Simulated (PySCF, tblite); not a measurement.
Rigid-rotor lines calculated for a species of formula C4H11FOSi3 (commonest isotopes; PBE0/pcSseg-1 in PySCF (dipole) on a GFN2-xTB geometry, gas phase), labelled J(Ka,Kc):

```csv
transition,MHz
"1(1,1) ← 0(0,0)",2807.3
"2(0,2) ← 1(0,1)",1236.4
"2(1,2) ← 1(1,1)",1214.6
"2(1,1) ← 1(1,0)",1258.6
"1(0,1) ← 0(0,0)",618.3
```

(1) Find the rotational constants.

(2) What moments of inertia, asymmetry and inertial defect follow?

(3) Which dipole components do these lines need?

(4) Where do these fall, and of which type are they? 4(3,1) ← 3(3,0); 3(3,1) ← 2(2,1); 4(3,2) ← 3(2,2); 1(1,0) ← 1(0,1); 4(3,2) ← 4(2,2); 4(3,1) ← 3(2,1); 4(3,2) ← 4(2,3); 2(1,2) ← 2(0,2).

(5) Which structure gave them?

## Answers

(1) 1(0,1) ← 0(0,0) is B + C, 2(1,1) ← 1(1,0) is 3B + C and 2(1,2) ← 1(1,1) is B + 3C, so B − C is half the difference of the last two, 22.0 MHz. 1(1,1) ← 0(0,0) is A + C. A = 2509.1, B = 320.2, C = 298.1 MHz.

(2) I = 505379 MHz·u·Å² over each constant: Ia = 201.42, Ib = 1578.53, Ic = 1695.13 u·Å²; κ = (2B − A − C)/(A − C) = -0.980 (near-prolate asymmetric top); Δ = Ic − Ia − Ib = -84.82 u·Å².

(3) μa and μb (a-type: ΔKa even, ΔKc odd; b-type: both odd). The calculation gives |μa| = 0.94 D, |μb| = 1.63 D, |μc| = 0.20 D.

(4) 
```
     transition    MHz  type  branch
2(1,2) ← 2(0,2)   2167     c       Q
1(1,0) ← 1(0,1)   2211     b       Q
4(3,1) ← 3(3,0)   2474     a       R
4(3,2) ← 4(2,2)  10998     c       Q
4(3,2) ← 4(2,3)  11001     b       Q
3(3,1) ← 2(2,1)  12855     c       R
4(3,1) ← 3(2,1)  13473     c       R
4(3,2) ← 3(2,2)  13474     c       R
```

(5) `C=C[SiH2]/C(F)=C/[SiH2]O[SiH3]`, point group C1. Three constants can't fix a structure by themselves; this is the one that was computed:
```
atom  x, y, z in Å
C1    -4.636   -0.009   -0.669
C2    -3.464    0.332   -0.155
Si3   -2.124   -0.883    0.367
C4    -0.557   -0.491   -0.635
F5    -0.732   -0.616   -1.984
C6     0.642   -0.131   -0.193
Si7    2.142    0.219   -1.278
O8     3.405    0.482   -0.292
Si9    4.303    0.608    1.046
H10   -4.909   -1.040   -0.821
H11   -5.375    0.720   -0.964
H12   -3.247    1.388   -0.030
H13   -2.536   -2.259    0.082
H14   -1.776   -0.702    1.780
H15    0.746   -0.045    0.879
H16    2.501   -0.942   -2.090
H17    1.983    1.452   -2.048
H18    4.095   -0.595    1.853
H19    5.676    0.722    0.564
H20    3.859    1.801    1.766
```

The values belong to one conformer (point group C1) with, in the numbering `[CH2:1]=[CH:2][SiH2:3]/[C:4]([F:5])=[CH:6]/[SiH2:7][O:8][SiH3:9]`, C1–C2–Si3–C4 121°, C2–Si3–C4–F5 -61°, C4–C6–Si7–O8 -175°, C6–Si7–O8–Si9 6°. Its lowest GFN2-xTB frequency is 6 cm⁻¹, too small to tell a flat minimum from a shallow saddle. Constants of a rigid frame at the computed geometry: no zero-point averaging, no centrifugal distortion. A rigid rotor knows nothing of internal rotation, which can split or shift real lines.
